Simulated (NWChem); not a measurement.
Everything below was run with NWChem. System: diboron tetrafluoride (B2F4), charge 0, spin multiplicity 1, at a geometry optimised with B3LYP/def2-SVP. Level: MP2/def2-TZVP, 6 core orbitals frozen.

Part of the output:

```
             Northwest Computational Chemistry Package (NWChem) 7.3.0
             --------------------------------------------------------

                                NWChem Input Module
                                -------------------

 Scaling coordinates for geometry "geometry" by  1.889725989
 (inverse scale =  0.529177249)

 Turning off AUTOSYM since
 SYMMETRY directive was detected!

                             Geometry "geometry" -> ""
                             -------------------------

 Output coordinates in angstroms (scale by  1.889725989 to convert to a.u.)

  No.       Tag          Charge          X              Y              Z
 ---- ---------------- ---------- -------------- -------------- --------------
    1 F                    9.0000     0.00000000    -1.12434400    -1.55546200
    2 B                    5.0000     0.00000000     0.00000000    -0.86153900
    3 F                    9.0000     0.00000000     1.12434400    -1.55546200
    4 B                    5.0000     0.00000000     0.00000000     0.86153900
    5 F                    9.0000     1.12434400     0.00000000     1.55546100
    6 F                    9.0000    -1.12434400     0.00000000     1.55546100

 Effective nuclear repulsion energy (a.u.)     202.7003659806

            Nuclear Dipole moment (a.u.)
            ----------------------------
        X                 Y               Z
 ---------------- ---------------- ----------------
     0.0000000000     0.0000000000    -0.0000340151

      Symmetry information
      --------------------

 Group name             C2v
 Group number             16
 Group order               4
 No. of unique centers     4

      Symmetry unique atoms

     1    2    4    5


 Summary of "ao basis" -> "" (spherical)
 ------------------------------------------------------------------------------
       Tag                 Description            Shells   Functions and Types
 ---------------- ------------------------------  ------  ---------------------
 *                         def2-tzvp                  on all atoms

 Summary of "ao basis" -> "ao basis" (spherical)
 ------------------------------------------------------------------------------
       Tag                 Description            Shells   Functions and Types
 ---------------- ------------------------------  ------  ---------------------
 F                         def2-tzvp                11       31   5s3p2d1f
 B                         def2-tzvp                11       31   5s3p2d1f

                                 NWChem SCF Module
                                 -----------------

  ao basis        = "ao basis"
  functions       =   186
  atoms           =     6
  closed shells   =    23
  open shells     =     0
  charge          =   0.00
  wavefunction    = RHF
  use symmetry    = T
  symmetry adapt  = T

 Summary of "ao basis" -> "ao basis" (spherical)
 ------------------------------------------------------------------------------
       Tag                 Description            Shells   Functions and Types
 ---------------- ------------------------------  ------  ---------------------
 F                         def2-tzvp                11       31   5s3p2d1f
 B                         def2-tzvp                11       31   5s3p2d1f

      Symmetry analysis of basis
      --------------------------

        a1         70
        a2         26
        b1         45
        b2         45

 Forming initial guess at       0.2s

      Superposition of Atomic Density Guess
      -------------------------------------

 Sum of atomic energies:        -446.74173917

      Non-variational initial energy
      ------------------------------

 Total energy =    -448.192117
 1-e energy   =   -1024.381808
 2-e energy   =     373.489325
 HOMO         =      -0.422414
 LUMO         =       0.035015

      Symmetry analysis of molecular orbitals - initial
      -------------------------------------------------

  Numbering of irreducible representations:

     1 a1          2 a2          3 b1          4 b2

  Orbital symmetries:

     1 a1          2 a1          3 b1          4 b2          5 a1
     6 a1          7 a1          8 a1          9 b1         10 b2
[...]
              MO Center=  3.7D-15, -4.1D-16, -4.8D-01, r^2= 4.2D+00
   Bfn.  Coefficient  Atom+Function         Bfn.  Coefficient  Atom+Function
  ----- ------------  ---------------      ----- ------------  ---------------
    43      0.569714  2 B  px               105      0.414785  4 B  px
   102     -0.250358  4 B  px                37      0.246405  2 B  px
    40      0.238931  2 B  px                12     -0.196384  1 F  px
    74     -0.196384  3 F  px               116      0.156259  4 B  d  1

 Vector   25  Occ=0.000000D+00  E= 9.605308D-02  Symmetry=b2
              MO Center=  1.9D-15,  8.3D-14,  4.8D-01, r^2= 4.2D+00
   Bfn.  Coefficient  Atom+Function         Bfn.  Coefficient  Atom+Function
  ----- ------------  ---------------      ----- ------------  ---------------
   106      0.569714  4 B  py                44      0.414785  2 B  py
    41     -0.250356  2 B  py               100      0.246404  4 B  py
   103      0.238931  4 B  py               137     -0.196384  5 F  py
   168     -0.196384  6 F  py                52      0.156259  2 B  d -1

 Vector   26  Occ=0.000000D+00  E= 1.148542D-01  Symmetry=a1
              MO Center= -2.7D-14,  6.8D-14,  5.6D-06, r^2= 8.3D+00
   Bfn.  Coefficient  Atom+Function         Bfn.  Coefficient  Atom+Function
  ----- ------------  ---------------      ----- ------------  ---------------
    35      2.285005  2 B  s                 97      2.285016  4 B  s
    36     -1.540949  2 B  s                 98     -1.540957  4 B  s
    42     -0.458839  2 B  pz               104      0.458839  4 B  pz
     5     -0.451455  1 F  s                 67     -0.451455  3 F  s
   129     -0.451458  5 F  s                160     -0.451458  6 F  s

 center of mass
 --------------
 x =   0.00000000 y =   0.00000000 z =  -0.00000073

 moments of inertia (a.u.)
 ------------------
         886.482623933040           0.000000000000           0.000000000000
           0.000000000000         886.482623933040           0.000000000000
           0.000000000000           0.000000000000         343.062385688551

  Mulliken analysis of the total density
  --------------------------------------

    Atom       Charge   Shell Charges
 -----------   ------   -------------------------------------------------------
    1 F    9     9.32   0.77  1.20  0.60  0.99  0.37  2.25  2.28  0.86  0.00  0.01  0.00
    2 B    5     4.36   0.91  1.07  0.48  0.24  0.04  0.85  0.43  0.02  0.13  0.13  0.06
    3 F    9     9.32   0.77  1.20  0.60  0.99  0.37  2.25  2.28  0.86  0.00  0.01  0.00
    4 B    5     4.36   0.91  1.07  0.48  0.24  0.04  0.85  0.43  0.02  0.13  0.13  0.06
    5 F    9     9.32   0.77  1.20  0.60  0.99  0.37  2.25  2.28  0.86  0.00  0.01  0.00
    6 F    9     9.32   0.77  1.20  0.60  0.99  0.37  2.25  2.28  0.86  0.00  0.01  0.00

       Multipole analysis of the density wrt the origin
       ------------------------------------------------

     L   x y z        total         open         nuclear
     -   - - -        -----         ----         -------
     0   0 0 0     -0.000000      0.000000     46.000000

     1   1 0 0      0.000000      0.000000      0.000000
     1   0 1 0      0.000000      0.000000      0.000000
     1   0 0 1      0.000003      0.000000     -0.000034

     2   2 0 0    -23.044516      0.000000     81.258460
     2   1 1 0      0.000000      0.000000      0.000000
     2   1 0 1     -0.000000      0.000000      0.000000
     2   0 2 0    -23.044519      0.000000     81.258460
     2   0 1 1     -0.000000      0.000000      0.000000
     2   0 0 2    -26.723227      0.000000    337.547968

                   NWChem MP2 Semi-direct Energy/Gradient Module
                   ---------------------------------------------

  Basis functions       =    186
  Molecular orbitals    =    186
  Frozen core           =      6
  Frozen virtuals       =      0
  Active alpha occupied =     17
  Active beta occupied  =     17
  Active alpha virtual  =    163
  Active beta virtual   =    163
  Use MO symmetry       = T
  Use skeleton AO sym   = T

  AO/Fock/Back tols     =   1.0D-09  1.0D-09  1.0D-09

 GA uses MA = F    GA memory limited = T

 Available:
  local mem=  1.26D+08
 global mem=  1.44D+08
 local disk=  0.00D+00
  mp2_memr nvloc                   163
  nvloc new                   163
   1 passes of  17:        5242880                     209070                 146034308.
   1 passes of  17: M    126095504           G      144110008           F     120852624.
  mp2_memr nvloc                   163
  nvloc new                   163
   2 passes of   9:        5242880                     143896                  77340109.
   2 passes of   9: M    126095504           G      144110008           F     120852624.

 Semi-direct pass number   1 of   2  for RHF alpha+beta  at       12.5s
  vrange nnbf                 15494
  mp2_eaftype                   295  avail_ma_in_mb                  1099
 EAF : mp2_eaftype filesize         295   38670055.
  mp2_eaf for mointskh                    295
Node 0 wrote    181.8 Mb in      0.1 s     Agg I/O rate:  1900.2 Mb/s
 Done moints_semi at       38.5s
  mp2_eaftype                   295  avail_ma_in_mb                   804
 EAF : mp2_eaftype filesize         295   38670055.
  mp2_eaf for kh                   295
 Done maket at       39.4s
 Semi-direct pass number   2 of   2  for RHF alpha+beta  at       39.4s
  vrange nnbf                 15494
  mp2_eaftype                   295  avail_ma_in_mb                   804
 EAF : mp2_eaftype filesize         295   38670055.
  mp2_eaf for mointskh                    295
Node 0 wrote    161.6 Mb in      0.1 s     Agg I/O rate:  1885.3 Mb/s
 Done moints_semi at       57.8s
  mp2_eaftype                   295  avail_ma_in_mb                   804
 EAF : mp2_eaftype filesize         295   38670055.
  mp2_eaf for kh                   295
 Done maket at       58.8s
 Done multipass loop at       58.8s

          -------------------------------------------
          SCF energy                -447.568725315566
          Correlation energy          -1.167262365866
          Singlet pairs               -0.707044154105
          Triplet pairs               -0.460218211761
          Total MP2 energy          -448.735987681432
          -------------------------------------------

          ---------------------------------------------------
                    Spin Component Scaled (SCS) MP2
          Same spin pairs                     -0.306812141174
          Same spin scaling factor             0.333333333333
          Opposite spin pairs                 -0.860450224692
          Opposite spin scaling fact.          1.200000000000
          SCS-MP2 correlation energy          -1.134810983355
          Total SCS-MP2 energy              -448.703536298921
          ---------------------------------------------------

 -----------------------
 Performance information
 -----------------------

 Timer overhead =  2.22D-07 seconds/call

               Nr. of calls         CPU time (s)                 Wall time (s)                GFlops
             ---------------    -------------------     ------------------------------   -------------------
Name         Min   Avg   Max    Min     Avg     Max     Min     Avg     Max   Mx/calls   Min     Max     Sum
mp2: moin     2     2     2    44.     44.     44.      44.     44.     44.     22.      0.0     0.0     0.0
mp2: make     2     2     2    1.8     1.8     1.8      1.8     1.8     1.8    0.91      0.0     0.0     0.0
mp2: tota     1     1     1    47.     47.     47.      47.     47.     47.     47.      0.0     0.0     0.0

 The average no. of pstat calls per process was 5.00D+00
 with a timing overhead of 1.11D-06s

 Task  times  cpu:       58.8s     wall:       58.8s

 Total times  cpu:       58.8s     wall:       58.8s
```

Q: Write an NWChem input that would produce this output.

A: This is not unique; one that fits is 
```
start mol
memory heap 200 mb stack 900 mb global 1100 mb
geometry units angstroms nocenter noautoz
  F      0.000000    -1.124344    -1.555462
  B      0.000000     0.000000    -0.861539
  F      0.000000     1.124344    -1.555462
  B      0.000000     0.000000     0.861539
  F      1.124344     0.000000     1.555461
  F     -1.124344     0.000000     1.555461
  symmetry group C2v
end
basis spherical
  * library def2-tzvp
end
scf
  rhf
  nopen 0
  maxiter 100
  thresh 1e-7
  semidirect memsize 60000000 filesize 0
end
mp2
  freeze core 6
end
task mp2 energy
```
